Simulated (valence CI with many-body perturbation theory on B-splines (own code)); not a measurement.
# E1 transitions of I2+

Level of theory: configuration interaction combined with many-body perturbation theory (CI+MBPT): five valence electrons over a frozen Dirac-Fock core [Kr] 4d10, radial functions for each j: 11 s, 11 p, 10 d, 8 f, 5 g, 2 h, with the one-electron correlation potential Σ1 (screened to all orders), the two-electron term Σ2, the three-electron term Σ3, Breit, model QED; selected single and double excitations, second order for the rest, scaled by the run's own slope (own B-spline code, finite nucleus).

No measured spectrum was set against this ion. As an estimate, levels hold to about 250 cm⁻¹ or 0.2 % of their energy and the worst to 1 %, as in measured heavy ions of charge 2 to 7. Among the levels kept, up to 3000 cm⁻¹ of a level comes from second order outside the variational space, and about a tenth of that is noise between levels of different J, which matters for small intervals.

Lines 351 to 400 of 600 in falling wavelength, among levels below 188663 cm⁻¹, chosen from the strongest by gf and those to the six lowest levels. Wavelengths and rates use the calculated energies, so an error of 200 cm⁻¹ moves a line at 186.4 nm by 0.37 % and its rate by three times that or more. Electric multipoles are in the length gauge, E1 and E2 with the static RPA response of the core. Weak lines are less certain than strong ones. Lines between different terms over intervals too small for the method are left out, as are lines whose strength nearly cancels. Where a level lies close to another of its J and parity, the split of strength between their lines is uncertain. The highest levels of a list are the least certain.

Names give the largest LS component (configuration and term), which can be under half, so a name can repeat, a term be missing and a line seem to break the LS rules; names also repeat where a configuration has a term twice. Letters in brackets count levels of one name in rising energy.

```
λ vac (nm)                 Upper                Lower   A (s⁻¹)  log gf  Branch %
     186.4  4f5s²5p² ²F°_7/2 [b]      5s²5p²5d ⁴P_5/2  3.34e+07   -0.86       3.8
     185.7     4f5s²5p² ⁴G°_11/2      5s²5p²5d ⁴F_9/2  8.22e+08    0.71     100.0
     185.4  4f5s²5p² ⁴G°_7/2 [b]      5s²5p²5d ⁴F_7/2  9.73e+07   -0.40      11.3
     185.4  4f5s²5p² ²G°_9/2 [a]      5s²5p²5d ⁴F_9/2  9.96e+07   -0.29      12.6
     185.1      4f5s²5p² ⁴G°_9/2      5s²5p²5d ⁴F_7/2  7.91e+08    0.61      97.9
     184.6      4f5s²5p² ⁴F°_7/2      5s²5p²5d ⁴D_5/2  2.35e+08   -0.02      25.1
     184.6  4f5s²5p² ²G°_9/2 [a]  5s²5p²5d ²F_7/2 [a]  6.87e+08    0.55      86.6
     183.7      4f5s²5p² ⁴F°_5/2      5s²5p²5d ⁴D_5/2  1.05e+08   -0.50      10.5
     183.4      4f5s²5p² ²G°_7/2  5s²5p²5d ²F_5/2 [a]  2.45e+08    0.00      29.3
     182.6      4f5s²5p² ²H°_9/2      5s²5p²5d ²G_9/2  4.64e+07   -0.63       5.8
     181.5      4f5s²5p² ⁴F°_3/2      5s²5p²6s ⁴P_1/2  5.70e+07   -0.95       5.9
     178.3  5s²5p²6p ²D°_5/2 [c]         5s5p⁴ ²D_5/2  3.82e+07   -0.96       9.3
     178.2      4f5s²5p² ⁴F°_5/2      5s²5p²5d ⁴D_3/2  1.67e+08   -0.32      16.8
     177.9  4f5s²5p² ²G°_9/2 [c]      5s²5p²5d ⁴D_7/2  2.49e+08    0.07      37.0
     177.0      4f5s²5p² ²H°_9/2      5s²5p²5d ²G_7/2  4.58e+08    0.33      57.1
     176.8  4f5s²5p² ²F°_7/2 [c]      5s²5p²5d ²G_7/2  5.31e+07   -0.70       9.1
     175.8  5s²5p²6p ⁴D°_3/2 [a]         5s5p⁴ ⁴P_5/2  2.94e+07   -1.26       7.6
     175.7      4f5s²5p² ⁴F°_7/2  5s²5p²5d ²F_7/2 [a]  2.06e+08   -0.12      21.9
     174.8      4f5s²5p² ⁴F°_5/2  5s²5p²5d ²F_7/2 [a]  4.16e+07   -0.94       4.2
     173.9  4f5s²5p² ²D°_3/2 [a]      5s²5p²5d ⁴D_3/2  1.50e+08   -0.56      17.7
     173.8  4f5s²5p² ⁴G°_7/2 [b]      5s²5p²5d ⁴F_5/2  1.09e+08   -0.41      12.7
     173.8  4f5s²5p² ²D°_3/2 [a]      5s²5p²5d ⁴D_1/2  3.17e+08   -0.24      37.4
     173.1  4f5s²5p² ²F°_7/2 [b]      5s²5p²5d ⁴D_7/2  1.61e+08   -0.24      18.1
     172.7      4f5s²5p² ²D°_5/2      5s²5p²5d ⁴F_5/2  3.85e+07   -0.99       4.2
     172.5  4f5s²5p² ²F°_5/2 [a]      5s²5p²5d ⁴D_5/2  5.82e+07   -0.81       7.7
     172.3  4f5s²5p² ⁴G°_7/2 [a]         5s5p⁴ ²D_5/2  3.96e+07   -0.85       4.7
     171.3      4f5s²5p² ²D°_5/2  5s²5p²5d ²P_3/2 [a]  5.31e+08    0.15      57.8
     171.1      4f5s²5p² ⁴F°_3/2  5s²5p²5d ²P_1/2 [a]  3.60e+08   -0.20      37.1
     168.9  5s²5p²6p ²D°_5/2 [c]         5s5p⁴ ²D_3/2  3.27e+07   -1.08       7.9
     168.8  4f5s²5p² ²G°_9/2 [b]      5s²5p²5d ⁴F_9/2  2.77e+07   -0.93       4.4
     167.5      4f5s²5p² ⁴F°_5/2  5s²5p²5d ²F_5/2 [a]  1.43e+08   -0.44      14.4
     166.5      4f5s²5p² ⁴G°_5/2         5s5p⁴ ²D_3/2  2.21e+08   -0.26      27.0
     165.3      4f5s²5p² ⁴F°_3/2  5s²5p²5d ²P_3/2 [a]  7.37e+07   -0.92       7.6
     164.9      4f5s²5p² ⁴D°_5/2  5s²5p²5d ²P_3/2 [a]  1.03e+08   -0.60      10.7
     163.2      4f5s²5p² ²H°_9/2      5s²5p²5d ⁴D_7/2  4.64e+07   -0.73       5.8
     163.1  4f5s²5p² ²F°_7/2 [c]      5s²5p²5d ⁴D_7/2  4.18e+07   -0.87       7.1
     162.9  5s²5p²6p ⁴D°_3/2 [b]         5s5p⁴ ⁴P_5/2  1.55e+07   -1.61       4.7
     161.7      4f5s²5p² ⁴D°_3/2  5s²5p²5d ²P_1/2 [a]  1.25e+08   -0.71      12.8
     159.8      5s²5p²6p ⁴D°_5/2         5s5p⁴ ⁴P_5/2  7.87e+06   -1.74       2.0
     158.2  4f5s²5p² ²F°_5/2 [a]  5s²5p²5d ²F_5/2 [a]  1.38e+08   -0.51      18.2
     158.1  4f5s²5p² ²F°_7/2 [b]      5s²5p²5d ⁴D_5/2  1.18e+08   -0.45      13.4
     156.9      4f5s²5p² ⁴F°_7/2      5s²5p²5d ⁴F_5/2  8.70e+07   -0.59       9.3
     156.6  4f5s²5p² ²D°_3/2 [a]  5s²5p²5d ²P_1/2 [a]  7.28e+07   -0.97       8.6
     156.6  4f5s²5p² ²F°_5/2 [b]      5s²5p²5d ⁴D_5/2  1.04e+08   -0.64      10.7
     156.5      4f5s²5p² ⁴D°_3/2  5s²5p²5d ²P_3/2 [a]  1.13e+08   -0.78      11.5
     156.3  5s²5p²6p ²D°_3/2 [a]         5s5p⁴ ⁴P_5/2  5.27e+07   -1.11      14.0
     155.6  4f5s²5p² ²G°_9/2 [c]      5s²5p²5d ⁴F_9/2  4.82e+07   -0.76       7.2
     155.1  4f5s²5p² ²G°_9/2 [c]  5s²5p²5d ²F_7/2 [a]  2.22e+07   -1.10       3.3
     154.7  5s²5p²6p ²D°_5/2 [a]         5s5p⁴ ⁴P_5/2  1.05e+07   -1.64       3.3
     152.6  4f5s²5p² ²F°_5/2 [b]      5s²5p²5d ⁴D_3/2  1.13e+08   -0.63      11.6
```

Task: How does gf follow from A for the line at 155.1 nm?

Result: gf = 1.4992 × (2J+1)_upper × A / σ², with σ = 64469 cm⁻¹ and 2J+1 = 10: gf = 0.0802.
